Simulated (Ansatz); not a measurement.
Reaction (ligand exchange at the Si–O bond): `O=C(O)O[SiH2][SiH3]` + `BNC=C` → `BN(C=C)[SiH2][SiH3]` + `O=C(O)O`

Isolated molecules relaxed with PBE0-D4/def2-TZVP in Ansatz; ΔE leaves out vibrations. CCSD(T)/CBS is the MP2 limit (def2-TZVPP, def2-QZVPP) plus CCSD(T) − MP2 in def2-TZVPP, frozen cores. DFT in def2-TZVPP. Each species was taken in one conformer, which may not be the lowest.

```tsv
species	PBE energy (Eh)
`O=C(O)O[SiH2][SiH3]`	-845.97844
`BNC=C`	-159.26859
`BN(C=C)[SiH2][SiH3]`	-740.37118
`O=C(O)O`	-264.85530
```

Task: Work out ΔE.

Result: ΔE = (-740.37118) + (-264.85530) − (-845.97844) − (-159.26859) = 0.02055 Eh = +12.9 kcal/mol. CCSD(T)/CBS gives +12.0 kcal/mol.

Largest T1 diagnostic among the species: 0.015.

In def2-TZVPP, CCSD(T) changes the Hartree–Fock value by −4.6 kcal/mol (the triples alone add −0.6 kcal/mol) and MP2 by −5.3 kcal/mol. The D4 term adds −2.2 kcal/mol with B3LYP and −1.3 kcal/mol with PBE0; it sums over pairs of atoms, weighted by their polarisabilities, and B3LYP, whose exchange is more repulsive, gets the larger term.

B3LYP here is the variant with VWN-RPA as its local correlation; programs differ in this.
